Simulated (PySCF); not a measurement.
# Mn⁺ (manganese, charge +1) across methods

[Ar] 3d4 4s2, high-spin 5D determinant (an excited configuration). Calculation: PySCF 2.14, in aug-cc-pVQZ (9s8p6d4f3g2h, 140 functions); no relativity, point nucleus.

```csv
method,E (hartree),mean ε 3d α (eV),mean ε 4s α (eV),mean ε 4s β (eV),Σ⟨r²⟩ (bohr²),⟨S²⟩
TPSSh,-1150.468,-23.221,-14.127,-13.172,30.46,6.004
r2SCANh,-1150.419,-23.843,-14.306,-13.282,30.53,6.008
LDA,-1148.073,-22.237,-14.048,-13.124,30.20,6.004
PBE,-1150.204,-22.078,-13.809,-12.899,30.39,6.004
UHF,-1149.37759,-32.202,-16.148,-15.117,31.17,6.006
M06-2X,-1150.457,-27.416,-14.812,-14.744,30.58,6.002
r2SCAN,-1150.421,-22.846,-14.018,-12.975,30.52,6.009
```

(1) Estimate the same row for PBE0.

Answers

(1) E (hartree) = -1150.247; mean ε 3d α (eV) = -24.772; mean ε 4s α (eV) = -14.579; mean ε 4s β (eV) = -13.683; Σ⟨r²⟩ (bohr²) = 30.44; ⟨S²⟩ = 6.004.
